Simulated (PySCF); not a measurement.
**Electron correlation in Cd⁴²⁺ (cadmium, charge +42)**

[He] 2s2 2p2, high-spin 3P determinant. All numbers are calculated (PySCF 2.14, no relativity, point nucleus, in an even-tempered Gaussian basis (17 s from 18 bohr⁻², ratio 2.2; 10 p from 23 bohr⁻², ratio 2.2; 5 d from 91 bohr⁻², ratio 2.4; 5 f from 140 bohr⁻², ratio 2.4; 4 g from 200 bohr⁻², ratio 2.4)). Frozen: nothing; 6 electrons correlated; the 11 highest virtual orbitals of each spin left out.

MP2 pair energies summed by pair of shells (mhartree):

```json
{"pair": "2s-2s", "energy": "-94.49", "share (%)": "39.1"}
{"pair": "2s-2p", "energy": "-67.50", "share (%)": "27.9"}
{"pair": "1s-1s", "energy": "-38.92", "share (%)": "16.1"}
{"pair": "1s-2p", "energy": "-18.70", "share (%)": "7.7"}
{"pair": "1s-2s", "energy": "-12.45", "share (%)": "5.2"}
{"pair": "2p-2p", "energy": "-9.56", "share (%)": "4.0"}
```

Total MP2 correlation energy: -241.62 mhartree.

At this charge a non-relativistic calculation is a model, useful for the Z dependence of the correlation energy.

Spin-orbit coupling is strong in this species, so the high-spin LS determinant is a model state.
